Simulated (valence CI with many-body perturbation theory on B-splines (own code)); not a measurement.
**E1 transitions of Sn**

Computed by valence CI with perturbative core correlation (CI+MBPT): four valence electrons over a frozen Dirac-Fock core [Kr] 4d10, radial functions for each j: 11 s, 11 p, 9 d, 7 f, 5 g, 2 h, 1 i, with the one-electron correlation potential Σ1 (screened to all orders), the two-electron term Σ2, the three-electron term Σ3, Breit, model QED; selected single and double excitations, second order for the rest, scaled by the run's own slope (own B-spline code, finite nucleus).

Set against measurement, 31 paired levels are off by 50 cm⁻¹ on average, the worst by 287. These come from a selection out of the NIST Handbook of Basic Atomic Spectroscopic Data. Levels without a partner in it may be off by more. Among the levels kept, up to 400 cm⁻¹ of a level comes from second order outside the variational space, and about a tenth of that is noise between levels of different J, which matters for small intervals.

Lines 101 to 150 of 207 in falling wavelength, among levels below 6.728 eV, chosen from the strongest by gf and those to the six lowest levels. Wavelengths and rates use the calculated energies, so an error of 50 cm⁻¹ moves a line at 9943 Å by 0.5 % and its rate by three times that or more. Electric multipoles are in the length gauge, E1 and E2 with the static RPA response of the core. Weak lines are less certain than strong ones. Lines between different terms over intervals too small for the method are left out, as are lines whose strength nearly cancels. The highest levels of a list are the least certain.

Levels are named by their leading jj configuration (3d3/2^4 stands for four electrons in 3d with j = 3/2), which in mixed levels can hold well under half, so a name can repeat and another be missing.

```
λ vac (Å)  λ from measured levels                   Upper                   Lower   A (s⁻¹)  S (a.u.)
     9943                    9853  (5s^2 5p3/2 6p3/2) J=0     (5s^2 5p3/2 6s) J=1  1.71e+07  8.29e+00
     9838                          (5s^2 5p1/2 7d5/2) J=2  (5s^2 5p1/2 6p3/2) J=1  1.25e+06  2.94e+00
     9723                          (5s^2 5p1/2 7d5/2) J=3  (5s^2 5p1/2 6p3/2) J=2  1.48e+06  4.69e+00
     8632                    8555  (5s^2 5p3/2 6p3/2) J=1     (5s^2 5p1/2 6s) J=1  2.05e+06  1.96e+00
     8466                          (5s^2 5p1/2 7d3/2) J=2  (5s^2 5p1/2 6p1/2) J=1  3.69e+06  5.53e+00
     8436                    8359  (5s^2 5p3/2 6p3/2) J=1     (5s^2 5p1/2 6s) J=0  2.91e+05  2.58e-01
     7653                    7596  (5s^2 5p3/2 6p1/2) J=1     (5s^2 5p1/2 6s) J=0  5.42e+03  3.60e-03
     6286                          (5s^2 5p1/2 7p1/2) J=1     (5s^2 5p1/2 6s) J=0  1.07e+05  3.93e-02
     6150                          (5s^2 5p1/2 7p3/2) J=1     (5s^2 5p1/2 6s) J=0  1.27e+06  4.37e-01
     5577                    5633     (5s^2 5p1/2 6s) J=1      (5s^2 5p3/2^2) J=0  4.88e+05  1.25e-01
     5192                          (5s^2 5p1/2 8p1/2) J=1     (5s^2 5p1/2 6s) J=0  8.75e+03  1.81e-03
     5154                          (5s^2 5p1/2 8p3/2) J=1     (5s^2 5p1/2 6s) J=0  3.52e+05  7.15e-02
     4489                    4526     (5s^2 5p3/2 6s) J=1      (5s^2 5p3/2^2) J=0  9.05e+06  1.21e+00
     3783                    3802     (5s^2 5p1/2 6s) J=1      (5s^2 5p3/2^2) J=2  1.72e+07  1.38e+00
     3656                    3657  (5s^2 5p1/2 5d3/2) J=1      (5s^2 5p3/2^2) J=0  3.02e+06  2.18e-01
     3316                    3332     (5s^2 5p3/2 6s) J=2      (5s^2 5p3/2^2) J=2  1.31e+07  1.18e+00
     3250                    3225  (5s 5p1/2 5p3/2^2) J=2      (5s^2 5p3/2^2) J=2  3.93e+04  3.33e-03
     3249                    3263     (5s^2 5p3/2 6s) J=1      (5s^2 5p3/2^2) J=2  1.75e+08  8.87e+00
     3217                             (5s^2 5p1/2 7s) J=1      (5s^2 5p3/2^2) J=0  1.84e+06  9.06e-02
     3167                    3176     (5s^2 5p1/2 6s) J=1  (5s^2 5p1/2 5p3/2) J=2  9.07e+07  4.27e+00
     3141                    3143  (5s^2 5p3/2 5d3/2) J=1      (5s^2 5p3/2^2) J=0  1.29e+07  5.92e-01
     3030                    3034  (5s^2 5p3/2 5d5/2) J=1      (5s^2 5p3/2^2) J=0  5.28e+07  2.17e+00
     3026                    3035     (5s^2 5p1/2 6s) J=0  (5s^2 5p1/2 5p3/2) J=1  1.90e+08  2.59e+00
     3002                    3010     (5s^2 5p1/2 6s) J=1  (5s^2 5p1/2 5p3/2) J=1  3.68e+07  1.47e+00
     2908                          (5s^2 5p1/2 6d3/2) J=1      (5s^2 5p3/2^2) J=0  5.14e+07  1.87e+00
     2857                    2864     (5s^2 5p1/2 6s) J=1      (5s^2 5p1/2^2) J=0  5.40e+07  1.86e+00
     2853                    2851  (5s^2 5p1/2 5d3/2) J=2      (5s^2 5p3/2^2) J=2  2.48e+07  1.42e+00
     2833                    2841     (5s^2 5p3/2 6s) J=2  (5s^2 5p1/2 5p3/2) J=2  1.43e+08  8.02e+00
     2817                    2814  (5s^2 5p1/2 5d5/2) J=2      (5s^2 5p3/2^2) J=2  6.71e+06  3.70e-01
     2813                             (5s^2 5p3/2 7s) J=1      (5s^2 5p3/2^2) J=0  1.96e+07  6.48e-01
     2789                    2786  (5s^2 5p1/2 5d3/2) J=1      (5s^2 5p3/2^2) J=2  8.16e+06  2.62e-01
     2788                             (5s^2 5p1/2 8s) J=1      (5s^2 5p3/2^2) J=0  8.91e+06  2.86e-01
     2785                    2763  (5s 5p1/2 5p3/2^2) J=2  (5s^2 5p1/2 5p3/2) J=2  2.33e+05  1.24e-02
     2784                    2791     (5s^2 5p3/2 6s) J=1  (5s^2 5p1/2 5p3/2) J=2  7.73e+03  2.47e-04
     2782                    2781  (5s^2 5p1/2 5d5/2) J=3      (5s^2 5p3/2^2) J=2  9.92e+06  7.38e-01
     2746                          (5s^2 5p1/2 7d3/2) J=1      (5s^2 5p3/2^2) J=0  6.39e+04  1.96e-03
     2700                    2707     (5s^2 5p3/2 6s) J=2  (5s^2 5p1/2 5p3/2) J=1  6.12e+07  2.97e+00
     2657                    2636  (5s 5p1/2 5p3/2^2) J=2  (5s^2 5p1/2 5p3/2) J=1  3.76e+03  1.74e-04
     2656                    2662     (5s^2 5p3/2 6s) J=1  (5s^2 5p1/2 5p3/2) J=1  1.04e+07  2.89e-01
     2598                    2595  (5s^2 5p3/2 5d3/2) J=2      (5s^2 5p3/2^2) J=2  1.49e+07  6.43e-01
     2576                    2572  (5s^2 5p3/2 5d5/2) J=3      (5s^2 5p3/2^2) J=2  2.92e+07  1.73e+00
     2541                    2547     (5s^2 5p3/2 6s) J=1      (5s^2 5p1/2^2) J=0  2.18e+07  5.31e-01
     2526                             (5s^2 5p1/2 7s) J=1      (5s^2 5p3/2^2) J=2  4.31e+06  1.03e-01
     2497                    2496  (5s^2 5p3/2 5d5/2) J=2      (5s^2 5p3/2^2) J=2  3.83e+07  1.47e+00
     2488                    2484  (5s^2 5p1/2 5d3/2) J=2  (5s^2 5p1/2 5p3/2) J=2  1.64e+07  6.23e-01
     2479                    2477  (5s^2 5p3/2 5d3/2) J=1      (5s^2 5p3/2^2) J=2  4.76e+05  1.07e-02
     2461                    2456  (5s^2 5p1/2 5d5/2) J=2  (5s^2 5p1/2 5p3/2) J=2  9.29e+05  3.41e-02
     2439                    2434  (5s^2 5p1/2 5d3/2) J=1  (5s^2 5p1/2 5p3/2) J=2  3.77e+05  8.10e-03
     2433                    2430  (5s^2 5p1/2 5d5/2) J=3  (5s^2 5p1/2 5p3/2) J=2  1.37e+08  6.81e+00
     2421                    2422  (5s^2 5p3/2 5d3/2) J=3      (5s^2 5p3/2^2) J=2  1.76e+08  8.63e+00
```
